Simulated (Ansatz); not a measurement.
Molecule: sum formula Si₂H₂F₃, charge 0, multiplicity 2. It need not be the lowest isomer of its formula. SMILES: F[SiH2][Si](F)F
Geometry from a B3LYP-D3(BJ)/def2-TZVP (Ansatz, a quantum-chemistry and plane-wave program) optimisation:
```
Si
F 1 1.6072
H 1 1.4783 2 108.58
H 1 1.4805 3 111.16 2 118.98
Si 1 2.3959 3 108.94 4 125.39
F 5 1.6064 1 108.89 3 -167.53
F 5 1.6086 6 105.64 1 -114.46
```
Charge 0, spin multiplicity 2.

Quantity: atomisation energy (electronic, to ground-state atoms), in kcal/mol. Correlated levels leave the core frozen unless marked. UHF or UKS for open shells. No spin-orbit coupling. No relativistic terms. The coupled-cluster limit lacks core correlation, which all-electron functionals hold. CBS(X,Y): correlation extrapolated as X^-3; Hartree-Fock from the larger set.

```tsv
level	program	atomisation energy (kcal/mol)
PBE-D4/def2-TZVPD	Ansatz + dftd4	[?]
BLYP-D3(BJ)/def2-TZVPD	Ansatz + dftd3	607.5
BLYP/def2-TZVPD	Ansatz	600.3
PBE0/STO-3G	Ansatz	620.7
CAM-B3LYP-D4/def2-TZVPD	Ansatz + dftd4	[?]
CCSD(T)/CBS(cc-pV(T+d)Z,cc-pV(Q+d)Z)	Ansatz	613.4
```

### Question
Complete the blanks.

### Answer

- PBE-D4/def2-TZVPD, atomisation energy (kcal/mol): 615.1
- CAM-B3LYP-D4/def2-TZVPD, atomisation energy (kcal/mol): 611.9
